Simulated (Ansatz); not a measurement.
C2H3NO, SMILES `N=C=CO` (charge 0, multiplicity 1).

Cartesian coordinates (Å):
SMILES: N=C=CO
```xyz
7

N      1.5083     0.8061     0.6009
C      0.5406     0.1039     0.3139
C     -0.5869    -0.5422     0.1451
O     -1.5813    -0.2094    -0.7558
H      2.3575     0.5977     0.0689
H     -0.7896    -1.4497     0.6935
H     -1.4486     0.6936    -1.0665
```
Charge 0, multiplicity 1.

Frozen-core energies in 6-31g from Ansatz (a quantum-chemistry and plane-wave program) at a geometry from B3LYP-D3(BJ)/def2-TZVP; the HF reference has <S^2> = 0.00 and the T1 diagnostic is 0.014.

```json
[
 {"level": "HF", "energy (Ha)": "-206.61123"},
 {"level": "MP2", "energy (Ha)": "-207.01691"},
 {"level": "CCSD", "energy (Ha)": "-207.03949"}
]
```

Question: Estimate the energies of CCSD(T), CCSDT and CCSDT(Q), and give each level's difference from CCSDT(Q).

Answer: 
```
level     energy (Ha)  difference from CCSDT(Q) (mHa)
--------  -----------  ------------------------------
MP2        -207.01691                           37.95
CCSD       -207.03949                           15.37
CCSD(T)    -207.05258                            2.28
CCSDT      -207.05315                            1.71
CCSDT(Q)   -207.05486                            0.00
```
